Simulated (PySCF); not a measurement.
**$^{17}$O chemical shifts**

Level of theory: σ from GIAO-PBE0/pcSseg-1, coordinates at the GFN2-xTB level, in PySCF (no relativistic terms, no solvent, one conformer, averaged over atoms made equivalent by symmetry, fast rotation or ring inversion).

Shieldings were converted by a linear fit to measured shifts: $^{17}$O (scatter 10.7 ppm rms, 12.2 ppm with the 3 outliers that the fit left out vs liquid water, solution or neat liquid). Occasional misses reach two or three times the rms, and more in compound classes unlike the fitted ones.

Q: Give the $^{17}$O shifts of `O=COC1=C[C@@]2([SiH3])C=C[C@@H]12`, `COCCC(C)(F)F`, `COCC1COC1`, `O[SiH2]O[SiH]1OCCO1`, `CCO[SiH2]C#CC#CC=O`, `O=CO[Si](O)(O)C[SiH3]`.

A: 
| compound | environment | δ (ppm) |
| --- | --- | --- |
| [O:1]=[CH:2][O:3][C:4]1=[CH:5][C@@:6]2([SiH3:7])[CH:8]=[CH:9][C@@H:10]12 | O1: ester carbonyl oxygen | 384.2 |
| [O:1]=[CH:2][O:3][C:4]1=[CH:5][C@@:6]2([SiH3:7])[CH:8]=[CH:9][C@@H:10]12 | O3: ester alkoxy oxygen | 202.0 |
| COCCC(C)(F)F | ether oxygen | -15.3 |
| [CH3:1][O:2][CH2:3][CH:4]1[CH2:5][O:6][CH2:7]1 | O2: ether oxygen | -6.2 |
| [CH3:1][O:2][CH2:3][CH:4]1[CH2:5][O:6][CH2:7]1 | O6: ether oxygen | -33.1 |
| [OH:1][SiH2:2][O:3][SiH:4]1[O:5][CH2:6][CH2:7][O:8]1 | O3: oxygen bonded to 2 Si | 59.0 |
| [OH:1][SiH2:2][O:3][SiH:4]1[O:5][CH2:6][CH2:7][O:8]1 | O1: oxygen bonded to Si, H | 7.0 |
| [OH:1][SiH2:2][O:3][SiH:4]1[O:5][CH2:6][CH2:7][O:8]1 | O5/8: oxygen bonded to C, Si, in a 5-membered ring (×2) | 3.9 |
| [CH3:1][CH2:2][O:3][SiH2:4][C:5]#[C:6][C:7]#[C:8][CH:9]=[O:10] | O10: aldehyde oxygen | 662.2 |
| [CH3:1][CH2:2][O:3][SiH2:4][C:5]#[C:6][C:7]#[C:8][CH:9]=[O:10] | O3: oxygen bonded to C, Si | -6.8 |
| [O:1]=[CH:2][O:3][Si:4]([OH:5])([OH:6])[CH2:7][SiH3:8] | O1: carbonyl oxygen | 366.2 |
| [O:1]=[CH:2][O:3][Si:4]([OH:5])([OH:6])[CH2:7][SiH3:8] | O3: oxygen bonded to C, Si | 188.5 |
| [O:1]=[CH:2][O:3][Si:4]([OH:5])([OH:6])[CH2:7][SiH3:8] | O5/6: oxygen bonded to Si, H (×2) | 16.3 |
